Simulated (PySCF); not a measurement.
**Structure elucidation problem**

The spectra below were simulated for a compound C₄H₃F₅O.

$^{1}$H NMR (300 MHz, computed): δ 3.20 (m, 1H), 3.05 (m, 1H), 2.81 (m, 1H).

$^{13}$C{$^{1}$H} NMR (computed): δ 128.6 (C), 119.7 (C), 49.3 (CH), 41.5 (CH2).

Calculated, not measured (PySCF 2.14): NMR shieldings at PBE0/pcSseg-1/GIAO, structure optimised with GFN2-xTB. Fast rotation and ring inversion assumed for equivalent nuclei, single conformer, non-relativistic, isolated molecule.

Chemical shifts δ = σref − σ; TMS for $^{1}$H (σref 31.72), $^{13}$C (σref 186.93), all at this level.

Choose the structure that fits.
A. F[C@@H]1C[C@]1(F)OC(F)(F)F
B. FC(F)(F)C(F)(F)[C@@H]1CO1
C. C=C(OC(F)(F)F)C(F)F

## Answers

B. 

1. The formula gives 1 degree of unsaturation (1 ring in the answer).
2. 4 carbon signals for 4 carbons: no two carbons are equivalent.
3. Carbon types of the structure: 2 × C, 1 × CH, 1 × CH2, which accounts for all hydrogens.
4. δC 128.6: CF3 carbon; 3 electronegative neighbours deshield it.
5. δC 119.7: fully substituted sp3 carbon bonded to 2 F; 2 electronegative neighbours deshield it.
6. δC 49.3, 41.5: epoxide ring carbon; deshielded by the electronegative neighbour.
7. δH 3.20, 3.05, 2.81: hydrogen on an epoxide ring carbon; its carbon carries O, an electronegative neighbour.

The others: C=C(OC(F)(F)F)C(F)F has carbons computed at 160.0, 129.6, 117.5, 105.8; F[C@@H]1C[C@]1(F)OC(F)(F)F has carbons computed at 131.3, 103.3, 76.0, 20.8.

Splittings by $^{19}$F in the carbon and heteronuclear signals aren't shown, as no couplings were computed. Shifts are as computed. Against solution values, carbons near 30 ppm lie about +3 ppm off and those near 130 ppm about +5 ppm. Of 1211 compounds with measured shifts, 218 miss one by over three times the rms of a fit or turn the order of signals round; such compounds aren't used in these exercises. Multiplicities follow the n + 1 count of equivalent neighbours, as no J values were calculated; m marks all less simple cases, F and P coupling included.
